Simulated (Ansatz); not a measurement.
A nudged elastic band was laid between two geometries of AlBH₅NO (9 atoms, charge 0, multiplicity 1).

The calculation used RKS revPBE/def2-SVP in Ansatz 0.2.0.

* movable images: 5
* climbing image: yes
* spring: 5.0 eV/Å²
* optimiser: quadratic models (default)
* start path: through a guess of the saddle point
* force threshold: 0.05 eV/Å
* iteration limit: 60
* end points: relaxed

Image 0:

```xyz
9
Properties=species:S:1:pos:R:3
N 0.177 1.448 -1.262
B 0.766 0.585 -0.306
O 0.029 -0.376 0.343
Al -0.695 -1.635 1.255
H -0.809 1.411 -1.522
H 0.710 2.166 -1.751
H 1.961 0.713 -0.065
H -0.700 -3.104 0.630
H -1.350 -1.256 2.660
```

Image 6:

```xyz
9
Properties=species:S:1:pos:R:3
N 0.484 1.640 -0.893
B 0.225 0.249 -0.952
O -0.107 -0.467 0.173
Al -0.539 -1.540 1.439
H 0.733 2.185 -1.717
H 0.443 2.184 -0.030
H 0.305 -0.312 -2.039
H 0.637 -2.272 2.232
H -2.091 -1.715 1.770
```

Problem. Which bonds break or form, and what moves?

Solution. No bond is made or broken. The height of N1 over the plane of its neighbours goes from 0.00 to 0.00 Å. The two ends are copies of one structure, up to a mirror image or an exchange of like atoms.

Problem. What energy profile does the band end with?

Solution. It converged. The highest image is number 4 of 0 to 6, 0.90 eV above the ends, which have the same energy within 2 meV. The profile has 2 maxima (images 2, 4) with wells between them (image 3): this band takes more than one step, which may be the mechanism or a detour left from its start path. A vibrational analysis at the climbing image gives one clearly imaginary mode, 545i cm⁻¹: a first-order saddle point.

```json
{"image": "0", "path coordinate (Å)": "0.00", "energy (eV)": "0.00", "height of N1 over the plane of its neighbours (Å)": "0.00"}
{"image": "1", "path coordinate (Å)": "1.56", "energy (eV)": "0.03", "height of N1 over the plane of its neighbours (Å)": "0.00"}
{"image": "2", "path coordinate (Å)": "3.11", "energy (eV)": "0.04", "height of N1 over the plane of its neighbours (Å)": "0.00"}
{"image": "3", "path coordinate (Å)": "4.67", "energy (eV)": "0.01", "height of N1 over the plane of its neighbours (Å)": "0.01"}
{"image": "4", "path coordinate (Å)": "6.22", "energy (eV)": "0.90", "height of N1 over the plane of its neighbours (Å)": "0.42"}
{"image": "5", "path coordinate (Å)": "7.22", "energy (eV)": "0.31", "height of N1 over the plane of its neighbours (Å)": "0.20"}
{"image": "6", "path coordinate (Å)": "8.22", "energy (eV)": "0.00", "height of N1 over the plane of its neighbours (Å)": "0.00"}
```

Problem. What is the geometry of the highest image?

Solution. 
```xyz
9
Properties=species:S:1:pos:R:3
N 0.540 1.708 -1.084
B 0.460 0.231 -0.982
O -0.074 -0.412 0.096
Al -0.633 -1.479 1.337
H -0.404 2.110 -0.968
H 1.054 2.076 -0.268
H 0.891 -0.469 -1.894
H 0.412 -1.873 2.473
H -2.157 -1.938 1.272
```

The band took 28 iterations and about 4 core-minutes.

The run took 4.4 min on 1 thread of Arm Neoverse V2, on a shared host, peak memory 0.11 GiB.
